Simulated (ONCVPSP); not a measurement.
# What one change does to a pseudopotential (Ne, ONCV)

```
Element                 : Ne (Z = 10)
Generator               : ONCVPSP 4.0.1
Type                    : optimised norm-conserving Vanderbilt (ONCV)
Functional              : PW91
Relativity              : scalar-relativistic
Frozen core             : [He]
Valence charge          : 8
Reference configuration : 2s2 2p6
Partial waves           : 2s: rc 0.65 bohr, ncon 5, nbas 10, qcut 8.7 1/bohr, 2 projectors, debl 3.6 Ha; 2p: rc 0.85 bohr, ncon 5, nbas 9, qcut 15.3 1/bohr, 1 projector; d scattering state at 0.13 Ha: rc 0.95 bohr, ncon 3, nbas 6, qcut 9.4 1/bohr, 2 projectors, debl 2.6 Ha
Local potential         : polynomial inside 0.65 bohr (lpopt 5, dvloc0 -1 Ha)
Core correction         : Teter function, fcfact 1.75, rcfact 1.15
```

Change: s: qcut 6.1.

Cutoffs: the cutoffs (Ha) at which the residual kinetic energy of the hardest occupied pseudo-wave falls to 1 and 0.1 mHa per electron; they do not see the model core or the augmentation charge, which bear on the density cutoff. Errors are all-electron minus pseudo energies relative to the spin-unpolarised reference configuration.

What does the change do?

The potential gets harder (521 Ha and 683 Ha → 623 Ha and 720 Ha); of the 4 tests that both files solve, the error grows in 1 and shrinks in 0 by more than 15 % and 0.3 meV (median size 45.2 → 50.7 meV); neither file shows a bound ghost.

```csv
quantity,base,changed
"cutoff, loose",521 Ha,623 Ha
"cutoff, tight",683 Ha,720 Ha
loose cutoff by channel,"s 521 Ha, p 90 Ha","s 623 Ha, p 90 Ha"
bound ghosts,none,none
GHOST(+) flags under 300 eV,none,none
"error for 2s2 2p5, meV [ΔE 22.59 eV]",-1.2,-0.9
"error for 2s2 2p4, meV [ΔE 65.99 eV]",+11,+13
"error for 2s2 2p3, meV [ΔE 133.58 eV]",+79,+88
"error for 2s2 2p2, meV [ΔE 228.39 eV]",+302,+327
s: phases at 0.66 bohr within 0.05 rad from the reference energy up to (Ha; the scan ends near 5),to the end of the scan,to the end of the scan
p: phases at 0.86 bohr within 0.05 rad from the reference energy up to (Ha; the scan ends near 5),to the end of the scan,to the end of the scan
d: phases at 0.96 bohr within 0.05 rad from the reference energy up to (Ha; the scan ends near 5),to the end of the scan,to the end of the scan
"rms error of d²Exc/dni dnj with the model core, mHa",1.80,1.77
```
